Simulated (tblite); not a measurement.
Run record: tight-binding relaxation, `[C]1(=O)O[C]([Ge]1([CH3])[GeH3])=O`.

Computed with GFN2-xTB geometry optimisation, gas phase (tblite 0.8.0). Start geometry: from a force field or distance geometry. The input is one job of a driver script: a line of settings, then coordinates in Å.

Command:
```bash
OMP_NUM_THREADS=1 python probes_run.py task.json out
```

Input:
```
{"job": {"kind": "relax", "xc": "GFN2-xTB", "basis": "xTB"}, "charge": 0, "multiplicity": 1}
C     -0.897600     1.789700     0.078100
Ge    -0.149000     0.043600    -0.042400
Ge     2.222900    -0.158500     0.132000
C     -1.167600    -1.300600     0.898200
O     -1.167000    -1.873200     2.026600
O     -1.956500    -1.385500    -0.263100
C     -0.956200    -1.177300    -1.243900
O     -0.807500    -1.671000    -2.377500
H     -2.012900     1.662900    -0.047300
H     -0.591200     2.485700    -0.711900
H     -0.798300     2.268000     1.083600
H      2.804800    -0.738100    -1.183400
H      2.559400    -1.150700     1.275000
H      2.916200     1.204400     0.353900
```

Output:
```
step      E/eV     max force
  0    -692.29935    5.661
  1    -692.68868    7.233
  2    -693.21032    1.732
  3    -693.38492    1.450
  4    -693.54326    1.559
  5    -693.57504    1.246
  6    -693.59740    0.461
  7    -693.62776    0.748
  8    -693.66614    1.054
  9    -693.71323    0.820
... (54 lines left out)
 64    -693.88383    0.014
 65    -693.88385    0.016
 66    -693.88390    0.024
 67    -693.88397    0.030
 68    -693.88405    0.031
 69    -693.88412    0.022
 70    -693.88419    0.019
 71    -693.88426    0.021
 72    -693.88431    0.017
 73    -693.88433    0.008
```

«max force» is the largest atomic force in eV/Å.

Task: From which step on does the largest force stay under 0.1 eV/Å, and how much energy is left to gain from there?

Result: From step 41 (0.085 eV/Å), 4.9 meV above the end.

Main results: energy lowered by 36.6 kcal/mol over 73 steps; largest atomic force 0.008 eV/Å at the end.

Task: Give the final coordinates.

Result: 0.310 Å rms from the input after alignment:
```
atom  x, y, z in Å
C1    -0.8445    1.8068    0.0736
Ge2   -0.1106   -0.0505   -0.0133
Ge3    2.3311   -0.0725    0.1531
C4    -1.2969   -1.4329    0.9091
O5    -1.6286   -1.8018    1.9846
O6    -1.7555   -1.9733   -0.2674
C7    -1.1429   -1.2757   -1.2799
O8    -1.3174   -1.4852   -2.4325
H9    -1.9262    1.8052   -0.0346
H10   -0.4107    2.4102   -0.7207
H11   -0.5865    2.2559    1.0302
H12    2.9916   -0.5780   -1.0939
H13    2.8330   -0.9210    1.2820
H14    2.8633    1.3124    0.3875
```

Hardware: one thread of an Arm Neoverse N1, shared host. Cost: 0.92 s wall.
Labels such as C1 count atoms from 1, the log's own numbers from 0.
